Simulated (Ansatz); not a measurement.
A nudged elastic band was laid between two geometries of C2H10AlNSi (15 atoms, charge 0, multiplicity 1).

The calculation used Ansatz, RHF/STO-3G.

- movable images: 3
- climbing image: yes
- spring: 5.0 eV/Å²
- optimiser: quadratic models (default)
- start path: through a guess of the saddle point
- force threshold: 0.03 eV/Å
- iteration limit: 60
- end points: relaxed

Image 0:

```xyz
15
Properties=species:S:1:pos:R:3
C -1.162 -0.664 0.557
N 0.190 -0.450 0.002
Si 1.492 -1.163 0.942
C 0.386 0.968 -0.427
Al -0.897 1.485 -1.759
H -1.377 -0.059 1.445
H -1.301 -1.710 0.826
H -1.926 -0.420 -0.187
H 1.655 -0.531 2.211
H 2.703 -1.028 0.209
H 1.199 -2.539 1.156
H 1.391 1.040 -0.841
H 0.378 1.637 0.440
H -0.871 0.839 -3.085
H -1.882 2.544 -1.459
```

Image 4:

```xyz
15
Properties=species:S:1:pos:R:3
C -1.156 -0.466 0.739
N 0.143 -0.468 0.037
Si 1.462 -1.203 0.939
C 0.432 0.862 -0.580
Al -0.927 1.362 -1.841
H -1.214 0.255 1.563
H -1.369 -1.453 1.148
H -1.967 -0.224 0.046
H 1.062 -2.504 1.353
H 1.813 -0.448 2.098
H 2.598 -1.286 0.087
H 1.389 0.774 -1.093
H 0.581 1.622 0.193
H -1.104 0.575 -3.076
H -1.765 2.550 -1.583
```

Task: Which bonds break or form, and what moves?

Result: No bond is made or broken. The dihedral C1–N2–Si3–H10 goes from 173 to -67°. The two ends are copies of one structure, up to a mirror image or an exchange of like atoms.

Task: What energy profile does the band end with?

Result: The forces met the threshold. The highest image is number 2 of 0 to 4, 8.7 kJ/mol above the ends, which have the same energy within 2 meV. Another band between the same ends (5 images) ends at a top of the same energy, where a vibrational analysis finds 1 clearly imaginary mode. So few images can step over the top or miss a turn of the path. Limits of this set-up: minimal basis.

```json
{"image": "0", "path coordinate (Å)": "0.00", "energy (kJ/mol)": "0.0", "dihedral C1–N2–Si3–H10 (°)": "173"}
{"image": "1", "path coordinate (Å)": "1.11", "energy (kJ/mol)": "4.2", "dihedral C1–N2–Si3–H10 (°)": "-160"}
{"image": "2", "path coordinate (Å)": "2.22", "energy (kJ/mol)": "8.7", "dihedral C1–N2–Si3–H10 (°)": "-130"}
{"image": "3", "path coordinate (Å)": "3.33", "energy (kJ/mol)": "4.3", "dihedral C1–N2–Si3–H10 (°)": "-98"}
{"image": "4", "path coordinate (Å)": "4.44", "energy (kJ/mol)": "0.0", "dihedral C1–N2–Si3–H10 (°)": "-67"}
```

Task: What is the geometry of the highest image?

Result: 
```xyz
15
Properties=species:S:1:pos:R:3:forces:R:3
C -1.165 -0.486 0.713 -0.02 0.00 0.01
N 0.160 -0.424 0.070 0.00 0.00 -0.02
Si 1.476 -1.215 0.928 0.01 0.00 0.01
C 0.425 0.912 -0.539 0.01 0.00 0.01
Al -0.924 1.375 -1.824 0.00 0.00 0.00
H -1.284 0.210 1.552 0.00 0.00 0.00
H -1.364 -1.489 1.086 0.00 0.00 0.00
H -1.954 -0.253 -0.008 0.01 0.00 0.00
H 1.057 -1.602 2.233 0.00 0.00 0.00
H 2.592 -0.339 1.035 0.00 0.00 0.00
H 1.883 -2.385 0.224 0.00 0.00 0.00
H 1.393 0.852 -1.035 0.00 0.00 0.00
H 0.542 1.675 0.238 0.00 0.00 0.00
H -1.060 0.575 -3.056 0.00 0.00 0.00
H -1.797 2.543 -1.588 0.00 0.00 0.00
```

The band took 9 iterations and of the order of 29 core-seconds.

The run took 29 s on 1 thread of Arm Neoverse V2, with other jobs on the host, peak memory 0.1 GiB.
